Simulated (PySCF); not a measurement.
TDDFT excited states: C5H3NS2

C₅H₃NS₂.
SMILES with atom numbers: `[N:1]#[C:2][S:3][c:4]1[cH:5][cH:6][cH:7][s:8]1` (hydrogens: H9 on C5; H10 on C6; H11 on C7)

Structure used (PBE0-D3(BJ)/def2-SVP), in Å, numbered top down from 1:
```xyz
11
C5H3NS2 angstrom
N      3.6407    0.3067    0.2497
C      2.8251   -0.4350    0.6180
S      1.6866   -1.5354    1.1940
C      0.2042   -0.7425    0.6426
C      0.0225    0.4935    0.0764
C     -1.3495    0.7442   -0.2070
C     -2.1684   -0.2918    0.1489
S     -1.2839   -1.6006    0.8283
H      0.8390    1.1870   -0.1274
H     -1.7137    1.6676   -0.6589
H     -3.2505   -0.3672    0.0526
```

The calculation used PySCF 2.14.0, density-fitted response routines, TDDFT B3LYP/def2-SVPD, vertical, gas phase, core orbitals frozen in the response.

| state | E (eV) | ν̃ (cm⁻¹) | f | main configurations (H = HOMO, L = LUMO) |
| --- | --- | --- | --- | --- |
| S1 | 4.22 | 34060 | 0.0001 | H→L+1 (92%) |
| S2 | 4.87 | 39290 | 0.200 | H→L (90%) |
| S3 | 5.26 | 42400 | 0.0025 | H→L+2 (96%) |
| S4 | 5.45 | 43940 | 0.0007 | H-1→L+1 (88%) |
| S5 | 5.60 | 45130 | 0.021 | H→L+3 (63%), H-1→L (24%) |
| S6 | 5.68 | 45800 | 0.028 | H→L+4 (46%), H-1→L (30%), H→L+3 (14%) |
| S7 | 6.04 | 48750 | 0.0010 | H-2→L+1 (77%) |
| S8 | 6.07 | 48940 | 0.013 | H→L+5 (56%), H→L+3 (15%), H→L+4 (11%) |
| S9 | 6.13 | 49480 | 0.018 | H→L+5 (35%), H→L+4 (33%), H-1→L (14%) |
| S10 | 6.25 | 50410 | 0.0001 | H-1→L+2 (85%), H-1→L+3 (8%) |

Triplets, Tamm–Dancoff:

| state | E (eV) | λ (nm) | main configurations (H = HOMO, L = LUMO) |
| --- | --- | --- | --- |
| T1 | 3.43 | 361.6 | H→L (87%) |
| T2 | 3.96 | 313.3 | H→L+1 (90%) |
| T3 | 4.53 | 273.6 | H-1→L (87%) |
| T4 | 4.94 | 250.8 | H→L+2 (89%) |

The lowest singlet comes at 294 nm (408 kJ/mol) in the ultraviolet; it is dark (f under 0.0005); its leading configuration is HOMO→LUMO+1 (92%). The strongest level in the table is S2 at 4.87 eV (254 nm, f = 0.200). Löwdin shares by element: HOMO carbon 47% or more, sulfur 25% or more (atoms not listed hold the other 28%); LUMO carbon 51% or more, sulfur 21% or more (atoms not listed hold the other 28%). Weighted by f, the mean energy of these states is 5.15 eV. The oscillator strengths of these states sum to 0.285; summed over the whole spectrum of an exact calculation they would give the number of electrons, 72 (Thomas–Reiche–Kuhn). Of the 10 states listed, 5 reach f = 0.01 and 2 stay under 0.0005. No computed singlet lies in the visible range (380 to 750 nm); the lowest, at 294 nm, stands 0.96 eV above its violet end (3.26 eV). All these states lie below the vertical ionisation energy of 8.63 eV (ΔSCF). Singlets were solved by full linear response, triplets in the Tamm–Dancoff approximation.

One conformer stands for the species.
